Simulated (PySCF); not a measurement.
# Spinor energies of Os²⁺ (osmium, charge +2)

Start: [Xe] 4f14 5d6; 5d3/2 filled at m_j = +3/2; 5d5/2 filled at m_j = -3/2, -1/2, +1/2, +3/2, +5/2. Calculated with PySCF 2.14 in x2c-TZVPall-2c with one added diffuse shell each of s, p, d type (12s12p11d2f, 117 functions): generalised Hartree-Fock with the X2C-1e Hamiltonian and a Gaussian nucleus; spin-orbit coupling (SO) screened by Boettger's factors. This is a chosen level, not necessarily the ground level.

```
spinor shell  electrons  ε, screened SO (eV)  weight of nominal j (screened SO)  rms radius, screened SO (bohr)
       1s1/2          2             -74271.4                              1.000                          0.0201
       2s1/2          2             -13091.6                              1.000                          0.0809
       2p1/2          2             -12512.6                              1.000                          0.0687
       2p3/2          4             -10975.6                              1.000                          0.0764
       3s1/2          2              -3123.6                              1.000                           0.207
       3p1/2          2              -2865.3                              1.000                           0.198
       3d3/2          4              -2097.0                              1.000                           0.188
       3d5/2          6              -2023.6                              1.000                           0.193
       4s1/2          2              -706.35                              1.000                           0.459
       4p1/2          2              -596.83                              1.000                           0.466
       4p3/2          4              -515.76                              1.000                           0.499
       4d3/2          4              -335.71                              0.999                           0.519
       4d5/2          6              -319.99                              1.000                           0.531
       5s1/2          2              -124.64                              1.000                            1.08
       5p1/2          2              -89.832                              0.678                            1.06
       4f5/2          6              -89.437                              0.891                           0.690
       4f7/2          8              -86.448                              0.991                           0.611
       5p3/2          4              -74.684                              0.978                            1.28
       5d5/2          5              -29.801                              0.483                            1.80
       5d3/2          1              -26.433                              0.653                            1.86
```

Task: Where does 3p3/2 lie, and what is the 3p spin-orbit splitting (screened SO)?

Result: At -2524.7 eV, 340.59 eV above 3p1/2.

| quantity | screened SO |
| --- | --- |
| E (hartree) | -17262.91351 |
| M_J | 4 |
| ⟨J²⟩ | 20.058 |
| ⟨L²⟩ | 6.685 |
| ⟨S²⟩ | 5.822 |

Each row is a mean over spinors that exchange with the open shell spreads, by up to 7.801 eV (5p3/2).

Rows whose weight is well below 1 are mixtures of j = l ± 1/2: exchange outweighs spin-orbit coupling there, and the label is only the starting occupation.

⟨J²⟩ departs a little from M_J(M_J + 1) because the unrestricted spinors polarise the closed shells.

Breit and QED terms are absent; they matter most for the inner s and p1/2 levels.

Densities and radii are taken from the X2C orbitals without a picture-change correction, which distorts them close to the nucleus.
